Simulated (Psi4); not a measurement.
Cl2Sr, singlet, geometry from GFN2-xTB (such geometries of metal compounds can be far from the true shape) (all electrons, no relativity). Base run: PBE/STO-3G run with Psi4 1.11.

Input for Psi4:
```
memory 2 GB

molecule {
0 1
  Sr    0.29122395   -0.61094818    0.12088586
  Cl    1.08031446    1.07365832   -1.54654975
  Cl   -1.73128564    0.29199055    1.27633429
}

set basis sto-3g
set scf_type pk

energy('pbe')
print_variables()
```

Variants of this job, named by their change:

```json
[
 {"change": "base", "ΔE vs base (mEh)": "0.000", "SCF cycles": "6", "grid points": "59483", "basis functions": "40"},
 {"change": "dft_spherical_points = 194", "ΔE vs base (mEh)": "0.464", "SCF cycles": "6", "grid points": "38487", "basis functions": "40"},
 {"change": "dft_spherical_points = 590", "ΔE vs base (mEh)": "0.034", "SCF cycles": "6", "grid points": "116263", "basis functions": "40"},
 {"change": "dft_radial_points = 50", "ΔE vs base (mEh)": "5.925", "SCF cycles": "6", "grid points": "40169", "basis functions": "40"},
 {"change": "scf_initial_accelerator = none", "ΔE vs base (mEh)": "0.000", "SCF cycles": "6", "grid points": "59483", "basis functions": "40"},
 {"change": "e_convergence = 1e-10", "ΔE vs base (mEh)": "0.000", "SCF cycles": "8", "grid points": "59483", "basis functions": "40"},
 {"change": "puream = true", "ΔE vs base (mEh)": "0.000", "SCF cycles": "6", "grid points": "59483", "basis functions": "40"},
 {"change": "puream = false", "ΔE vs base (mEh)": "-1366.6", "SCF cycles": "7", "grid points": "59483", "basis functions": "41"},
 {"change": "dft_nuclear_scheme = becke", "ΔE vs base (mEh)": "-0.110", "SCF cycles": "6", "grid points": "59293", "basis functions": "40"},
 {"change": "d_convergence = 1e-4", "ΔE vs base (mEh)": "0.000", "SCF cycles": "6", "grid points": "59483", "basis functions": "40"},
 {"change": "basis_guess = true", "ΔE vs base (mEh)": "0.000", "SCF cycles": "6", "grid points": "59483", "basis functions": "40"},
 {"change": "dft_pruning_scheme = robust", "ΔE vs base (mEh)": "0.000", "SCF cycles": "6", "grid points": "46047", "basis functions": "40"}
]
```
